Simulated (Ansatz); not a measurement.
A nudged elastic band was laid between two geometries of F4H4HfSi (10 atoms, charge 0, multiplicity 1).

These are results of RKS BHLYP/def2-SVP (Ansatz), not measurements.

| Item | Value |
| --- | --- |
| movable images | 7 |
| climbing image | yes |
| spring | 5.0 eV/Å² |
| optimiser | quadratic models (default) |
| start path | through a guess of the saddle point |
| force threshold | 0.05 eV/Å |
| iteration limit | 60 |
| end points | relaxed |

Initial state:

```xyz
10
Properties=species:S:1:pos:R:3
Hf 0.298 -0.064 0.086
F 0.892 0.310 1.860
F 1.859 0.078 -0.988
F -0.905 1.246 -0.624
F -0.307 -1.858 -0.161
Si -3.145 0.067 1.284
H -3.496 -0.386 -0.075
H -3.843 -0.734 2.309
H -3.398 1.509 1.462
H -1.686 -0.167 1.500
```

Final state:

```xyz
10
Properties=species:S:1:pos:R:3
Hf -0.304 -0.020 -0.266
F -0.183 -0.811 1.956
F 1.014 1.174 0.425
F -0.724 0.690 -1.975
F 0.056 -1.863 -0.601
Si -2.793 0.359 0.924
H -3.928 -0.417 0.364
H -2.629 -0.180 2.334
H -3.225 1.766 1.119
H -1.014 -0.698 2.376
```

(1) Which bonds break or form, and what moves?

(2) What energy profile does the band end with?

(3) What is the geometry of the highest image?

## Answers

(1) Bonds broken: Si6–H10. Bonds formed: Hf1–Si6, F2–H10.

(2) The run converged. The highest image is number 5 of 0 to 8, 239.5 kJ/mol above the first end and 43.6 kJ/mol above the last; the last end lies 195.9 kJ/mol above the first. Neighbouring images differ by up to 1.9 eV, so the band resolves the path poorly. A vibrational analysis at the climbing image gives one clearly imaginary mode, 757i cm⁻¹: a first-order saddle point. The orbitals stay closed-shell, which can raise the energy where a bond breaks towards radicals; this wasn't checked here.

```json
{"image": "0", "path coordinate (Å)": "0.00", "energy (kJ/mol)": "0.0", "Si6–H10 (Å)": "1.49", "Hf1–Si6 (Å)": "3.65", "F2–H10 (Å)": "2.65"}
{"image": "1", "path coordinate (Å)": "0.92", "energy (kJ/mol)": "0.2", "Si6–H10 (Å)": "1.49", "Hf1–Si6 (Å)": "3.68", "F2–H10 (Å)": "2.66"}
{"image": "2", "path coordinate (Å)": "1.84", "energy (kJ/mol)": "7.4", "Si6–H10 (Å)": "1.49", "Hf1–Si6 (Å)": "3.76", "F2–H10 (Å)": "2.50"}
{"image": "3", "path coordinate (Å)": "2.75", "energy (kJ/mol)": "20.5", "Si6–H10 (Å)": "1.49", "Hf1–Si6 (Å)": "3.66", "F2–H10 (Å)": "2.29"}
{"image": "4", "path coordinate (Å)": "3.67", "energy (kJ/mol)": "60.8", "Si6–H10 (Å)": "1.51", "Hf1–Si6 (Å)": "3.27", "F2–H10 (Å)": "1.92"}
{"image": "5", "path coordinate (Å)": "4.59", "energy (kJ/mol)": "239.5", "Si6–H10 (Å)": "1.97", "Hf1–Si6 (Å)": "2.94", "F2–H10 (Å)": "1.08"}
{"image": "6", "path coordinate (Å)": "5.07", "energy (kJ/mol)": "222.2", "Si6–H10 (Å)": "2.28", "Hf1–Si6 (Å)": "2.85", "F2–H10 (Å)": "0.95"}
{"image": "7", "path coordinate (Å)": "5.55", "energy (kJ/mol)": "202.9", "Si6–H10 (Å)": "2.52", "Hf1–Si6 (Å)": "2.79", "F2–H10 (Å)": "0.93"}
{"image": "8", "path coordinate (Å)": "6.03", "energy (kJ/mol)": "195.9", "Si6–H10 (Å)": "2.53", "Hf1–Si6 (Å)": "2.79", "F2–H10 (Å)": "0.94"}
```

(3) 
```xyz
10
Properties=species:S:1:pos:R:3
Hf -0.225 -0.119 -0.133
F -0.062 -0.912 1.872
F 1.233 1.064 0.159
F -1.219 0.762 -1.493
F 0.166 -1.808 -0.907
Si -2.776 0.282 1.270
H -3.665 -0.405 0.302
H -3.209 -0.082 2.644
H -2.901 1.750 1.111
H -1.071 -0.533 1.828
```

The run took 8.3 min on 4 threads of Arm Neoverse V1 (shared host), peak memory 0.35 GiB.
